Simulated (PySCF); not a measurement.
Radial density of Zn (zinc, neutral)

PBE, [Ar] 3d10 4s2, closed-shell 1S. Calculation: PySCF 2.14, in x2c-TZVPall; the spin-free X2C one-electron Hamiltonian (Gaussian nucleus).

```json
{"r (bohr)": "0.000823", "4πr²ρ (e/bohr)": "0.2383"}
{"r (bohr)": "0.00138", "4πr²ρ (e/bohr)": "0.5954"}
{"r (bohr)": "0.00233", "4πr²ρ (e/bohr)": "1.477"}
{"r (bohr)": "0.00392", "4πr²ρ (e/bohr)": "3.549"}
{"r (bohr)": "0.00659", "4πr²ρ (e/bohr)": "8.016"}
{"r (bohr)": "0.0111", "4πr²ρ (e/bohr)": "16.35"}
{"r (bohr)": "0.0186", "4πr²ρ (e/bohr)": "28.13"}
{"r (bohr)": "0.0313", "4πr²ρ (e/bohr)": "36.47"}
{"r (bohr)": "0.0527", "4πr²ρ (e/bohr)": "32.67"}
{"r (bohr)": "0.0887", "4πr²ρ (e/bohr)": "30.25"}
{"r (bohr)": "0.149", "4πr²ρ (e/bohr)": "41.76"}
{"r (bohr)": "0.251", "4πr²ρ (e/bohr)": "28.39"}
{"r (bohr)": "0.422", "4πr²ρ (e/bohr)": "20.75"}
{"r (bohr)": "0.710", "4πr²ρ (e/bohr)": "21.88"}
{"r (bohr)": "1.19", "4πr²ρ (e/bohr)": "6.727"}
{"r (bohr)": "2.01", "4πr²ρ (e/bohr)": "1.786"}
{"r (bohr)": "3.38", "4πr²ρ (e/bohr)": "0.5158"}
{"r (bohr)": "5.68", "4πr²ρ (e/bohr)": "0.03774"}
{"r (bohr)": "9.56", "4πr²ρ (e/bohr)": "0.0001418"}
```

Densities and radii are taken from the X2C orbitals without a picture-change correction, which distorts them close to the nucleus.
